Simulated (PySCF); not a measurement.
**Spinor energies of Pt (platinum, neutral)**

Start: [Xe] 4f14 5d8 6s2; 5d3/2 filled at m_j = -1/2, +1/2, +3/2; 5d5/2 filled at m_j = -3/2, -1/2, +1/2, +3/2, +5/2. Calculated with PySCF 2.14 in x2c-TZVPall-2c (11s11p10d2f, 108 functions): generalised Hartree-Fock with the X2C-1e Hamiltonian and a Gaussian nucleus; spin-orbit coupling (SO) screened by Boettger's factors. This is a chosen level, not necessarily the ground level.

| spinor shell | electrons | ε, screened SO (eV) | weight of nominal j (screened SO) | rms radius, screened SO (bohr) |
| --- | --- | --- | --- | --- |
| 1s1/2 | 2 | -78805.8 | 1.000 | 0.0194 |
| 2s1/2 | 2 | -13993.0 | 1.000 | 0.0782 |
| 2p1/2 | 2 | -13388.5 | 1.000 | 0.0663 |
| 2p3/2 | 4 | -11653.9 | 1.000 | 0.0741 |
| 3s1/2 | 2 | -3355.7 | 1.000 | 0.200 |
| 3p1/2 | 2 | -3085.2 | 1.000 | 0.191 |
| 3p3/2 | 4 | -2698.0 | 1.000 | 0.207 |
| 3d3/2 | 4 | -2252.9 | 1.000 | 0.182 |
| 3d5/2 | 6 | -2169.8 | 1.000 | 0.186 |
| 4s1/2 | 2 | -759.13 | 1.000 | 0.441 |
| 4p1/2 | 2 | -643.24 | 1.000 | 0.447 |
| 4p3/2 | 4 | -549.74 | 1.000 | 0.480 |
| 4d3/2 | 4 | -359.73 | 1.000 | 0.496 |
| 4d5/2 | 6 | -341.58 | 1.000 | 0.508 |
| 5s1/2 | 2 | -122.98 | 1.000 | 1.02 |
| 4f5/2 | 6 | -96.162 | 0.998 | 0.564 |
| 4f7/2 | 8 | -92.599 | 0.999 | 0.565 |
| 5p1/2 | 2 | -84.411 | 0.995 | 1.12 |
| 5p3/2 | 4 | -67.264 | 0.998 | 1.21 |
| 5d5/2 | 5 | -13.864 | 0.738 | 1.76 |
| 5d3/2 | 3 | -15.058 | 0.870 | 1.71 |
| 6s1/2 | 2 | -8.387 | 0.999 | 3.25 |

| quantity | screened SO |
| --- | --- |
| E (hartree) | -18426.64218 |
| M_J | 4 |
| ⟨J²⟩ | 20.015 |
| ⟨L²⟩ | 12.420 |
| ⟨S²⟩ | 2.106 |

Each row is a mean over spinors that exchange with the open shell spreads, by up to 6.464 eV (5p3/2).

Rows whose weight is well below 1 are mixtures of j = l ± 1/2: exchange outweighs spin-orbit coupling there, and the label is only the starting occupation.

Breit and QED terms are absent; they matter most for the inner s and p1/2 levels.

Densities and radii are taken from the X2C orbitals without a picture-change correction, which distorts them close to the nucleus.
